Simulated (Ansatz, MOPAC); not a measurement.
Species: KF, charge 0, multiplicity 1. SMILES: [F][K]
Geometry: optimised at B3LYP-D3(BJ)/def2-TZVP (Ansatz, a first-principles code).

Wanted: vertical ionisation energy to the doublet, in eV. Conventions: each state is the SCF solution reached for its charge and spin; no spin-orbit coupling; non-relativistic; open shells spin-unrestricted; LANL2DZ with its own core potentials from Na on; six Cartesian d functions in 6-31G* and its kin unless marked 5d; 6-311+G** with 5d. First-principles rows: single points at B3LYP-D3(BJ) geometries (Ansatz). Semi-empirical rows: differences of heats of formation at the shared geometry for vertical values.

```tsv
level	program	vertical ionisation energy to the doublet (eV)
AM1	MOPAC	8.10
HF/6-31G*	Ansatz	7.21
HF/6-311+G**	Ansatz	7.63
PBE/6-31G* with LANL2DZ past Ar	Ansatz	8.48
B3LYP/3-21G	Ansatz	7.49
B3LYP/6-31G* with LANL2DZ past Ar	Ansatz	8.28
B3LYP/def2-TZVPD	Ansatz	9.85
wB97M-V/def2-TZVPD	Ansatz	9.68
wB97X-V/def2-TZVPD	Ansatz	9.69
```

No value to compare with is used here. The 6 habitual levels span 7.21 (HF/6-31G*) to 8.48 eV (PBE/6-31G* with LANL2DZ past Ar); wB97X-V/def2-TZVPD gives 9.69.

The levels are drawn from those run, B3LYP/6-31G* more often than the rest, none by its result; runs whose electronic state is in doubt are left out.
